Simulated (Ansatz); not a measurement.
A structure relaxed at PBE-D4/def2-SVP in Ansatz, charge 0, singlet:

```xyz
36

Ti    2.387    0.329    1.803
Ti   -0.878    0.740    1.509
Ti    0.297   -2.251    1.999
Ti    1.121   -0.216   -2.263
Ti   -2.408    0.913   -1.195
O     2.244   -0.292   -3.669
O     1.313   -1.694   -1.234
O     1.482    1.266   -1.290
O     3.437    0.948    0.399
O     3.252    0.448    3.372
O    -3.254   -0.407   -2.066
O    -0.621   -0.019   -2.785
O    -1.545   -0.414    0.091
O    -2.112    2.097   -2.616
O    -0.908    1.872   -0.172
O     1.871   -1.412    1.445
O    -0.518   -2.869    0.461
O     0.903    1.285    1.837
O     0.491   -3.509    3.276
O    -3.684    1.625   -0.071
O    -0.672   -0.869    2.517
O    -2.210    1.623    2.273
H     2.753   -1.059   -3.985
H     1.758   -1.660   -0.340
H     2.339    1.359   -0.766
H     4.375    1.205    0.433
H     3.025    0.984    4.153
H    -2.782   -1.066   -2.608
H    -0.979    0.824   -3.188
H    -1.542   -1.408    0.189
H    -1.713    2.946   -2.342
H     0.007    1.833   -0.576
H    -0.002   -2.686   -0.369
H     0.250   -3.485    4.219
H    -4.555    1.184   -0.041
H    -2.922    1.831    1.601
```

Problem. Give its formula.

Solution. Ti₅O₁₇H₁₄, a hydroxylated oxide cluster.

Problem. Summarise the bond lengths by kind (pairs closer than 1.2 times the sum of covalent radii, bridged metal pairs left out).

Solution. 23 × O–Ti 1.76 to 2.57 Å; 14 × H–O 0.97 to 1.01 Å.

Single mean-field runs in def2-SVP are fitted with def2-universal-jkfit. The relaxation made no stability test and no search for a lower SCF solution.
